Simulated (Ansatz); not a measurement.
Ansatz (a program for electronic structure) input:

Ansatz 0.2 input:
```yaml
crystal:
  periodic: [false, false, false]
  atoms:
    - {symbol: Fe, position_ang: [-0.00000000, -0.00000000, -1.35066566]}
    - {symbol: Br, position_ang: [0.00000000, 0.00000000, 1.00335163]}
basis:
  gaussian:
    orbitals: def2-SVPD
magnetization: {spin_polarized: true, initial_magnetization: 5}
correlation: {method: ccsd_t, electrons: outside_noble_gas}
output: {forces: true}
```

Problem. Predict the final energy.

Solution. -3834.69860 Eh (CCSD(T)/def2-SVPD). The basis has 75 functions.

The spin state was set by rule; other spins were not relaxed.
